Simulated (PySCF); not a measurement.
An EPR job on `[c]1cc2c(cn1)COC2` [radical].

Method: UKS B3LYP, pcH-1 on C H N O, non-relativistic, mean-field spin-orbit, GIAO (PySCF 2.14.0). Geometry: GFN2-xTB. A driver script takes a list of jobs; this job's settings line and coordinates (Å) are shown.

Command:
```bash
OMP_NUM_THREADS=1 python probes_run.py task.json out
```

Input:
```
{"job": {"kind": "epr", "basis": "pcH-1"}, "charge": 0, "multiplicity": 2}
C      2.434175     0.680541    -0.002676
C      1.289540     1.451289    -0.098056
C      0.124863     0.703205    -0.069069
C      0.166390    -0.689593     0.050708
C      1.381602    -1.334745     0.140925
N      2.485847    -0.590943     0.106820
C     -1.240785    -1.202222     0.061595
O     -2.060829    -0.081786    -0.243546
C     -1.312620     1.120365    -0.137900
H      1.298171     2.524871    -0.188070
H      1.492199    -2.405134     0.236720
H     -1.506185    -1.607695     1.049878
H     -1.418973    -1.977174    -0.690843
H     -1.603175     1.671011     0.770072
H     -1.534632     1.746000    -1.008469
```

Output:
```
UKS, coarse grid
  cycle   1  E = -400.17471333  |g| = 4.47e-01
  cycle   2  E = -400.08392221  |g| = 6.84e-01
  cycle   3  E = -400.24802113  |g| = 7.31e-02
  cycle   4  E = -400.24931218  |g| = 4.57e-02
  cycle   5  E = -400.25019800  |g| = 2.03e-02
  cycle   6  E = -400.25039647  |g| = 5.13e-03
  cycle   7  E = -400.25041154  |g| = 2.50e-03
  cycle   8  E = -400.25041662  |g| = 1.37e-03
  cycle   9  E = -400.25041961  |g| = 6.41e-04
UKS, final grid
  cycle   1  E = -400.25039852  |g| = 9.60e-04
  cycle   2  E = -400.25039744  |g| = 1.80e-03
  cycle   3  E = -400.25039920  |g| = 2.02e-04
  cycle   4  E = -400.25039925  |g| = 1.48e-04
  cycle   5  E = -400.25039931  |g| = 1.18e-04
  cycle   6  E = -400.25039932  |g| = 1.73e-05
E = -400.25039932 Eh   <S^2> = 0.7550 (exact 0.7500)
g shifts (ppm)      1          2          3
  rmc          -198       -198       -198
  gc              9         41       -167
  oz_so       -1805          5       1679
  total       -1994       -153       1314
hyperfine (MHz)  atom isotope    a_iso     a_fc   dipolar eigenvalues
    0   13C     538.74     538.74    -64.07    -52.14    116.21
    1   13C      88.05      88.05    -14.88     -6.99     21.86
    2   13C      32.12      32.12     -3.46     -3.11      6.57
    3   13C      -3.82      -3.82     -5.98      2.20      3.78
    4   13C      85.28      85.28     -7.75     -6.16     13.92
    5   14N     105.76     105.76     -8.46     -4.68     13.14
    6   13C       9.46       9.46     -0.65     -0.53      1.18
    7   17O       0.04       0.04     -0.84      0.41      0.44
    8   13C      14.05      14.05     -1.40     -1.32      2.72
    9    1H      13.53      13.53     -7.39     -5.53     12.92
   10    1H      -7.45      -7.45     -4.54     -3.40      7.94
   11    1H      -3.44      -3.44     -0.80     -0.62      1.42
   12    1H      -2.83      -2.83     -0.83     -0.59      1.43
   13    1H      -0.33      -0.33     -1.33     -0.83      2.15
   14    1H      -0.49      -0.49     -1.34     -0.85      2.20
```

rmc, gc and oz_so are the mass-correction, gauge-correction and orbital-Zeeman/spin–orbit parts of the g shift along its three principal axes; a_iso is the isotropic hyperfine coupling and a_fc its Fermi-contact part. Atoms in this output count from 0.

Problem. Get g_iso from the total shifts.

Solution. Their mean is -278 ppm; added to g_e = 2.002319 it gives 2.00204.

Problem. How far is ⟨S²⟩ from the pure-spin value?

Solution. S = 0.5 gives S(S+1) = 0.75; the run has 0.7550, 0.0050 more.

Summary of the converged run: ⟨S²⟩ 0.755; g_iso 2.0020.

The structure is a single GFN2-xTB conformer in the gas phase; no vibrational or solvent corrections.

Problem. Estimate the wall time. Hardware: one thread of an Arm Neoverse V1, on a shared host. And the peak memory of the process?

Solution. About 82 s (density and orbital grids were written too), with 0.97 GiB resident at the peak, the Python interpreter and its libraries included.
Labels such as C1 count atoms from 1, the log's own numbers from 0.
